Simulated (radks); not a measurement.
The indium ion In3+, configuration [Kr] 4d10.

Calculated with a radial shooting solver on a logarithmic mesh with Libxc functionals: scalar-relativistic Kohn-Sham, r2SCAN, spin-polarised, spherical densities, finite nucleus; meta-GGA in the generalised Kohn-Sham scheme; Fermi nuclear charge, rms radius 4.6156 fm.

Energy parts (hartree):
total: -5880.38280
kinetic: 6129.22729
electron-nucleus: -14168.16510
Hartree: 2317.92982
exchange-correlation: -159.37481

Orbitals (lengths in bohr, moments of r in powers of bohr; r(90%) holds 90 % of the orbital's charge):
orbital,occ.,eigenvalue (hartree),r(90%),<1/r>
1s,2,-1022.947,0.0534,51.85
2s,2,-154.6386,0.199,11.83
2p,6,-138.7992,0.183,11.38
3s,2,-30.44761,0.511,4.195
3p,6,-25.22121,0.521,3.989
3d,10,-17.12431,0.511,3.753
4s,2,-5.60138,1.23,1.623
4p,6,-4.03974,1.36,1.470
4d,10,-1.77615,1.78,1.159

The highest occupied level is 4d at -48.332 eV. Summed over all electrons, <r^2> = 25.46 bohr^2, which gives a Langevin (diamagnetic) susceptibility term of -20.2 x 10^-6 cm^3/mol. For comparison, the ionisation energy in NIST's Atomic Spectra Database is 55.45 eV (measured). In exact Kohn-Sham theory the highest level is minus the ionisation energy, but local and semilocal functionals leave it too shallow, through self-interaction and a potential that decays too fast; potentials with the right tail come closer.
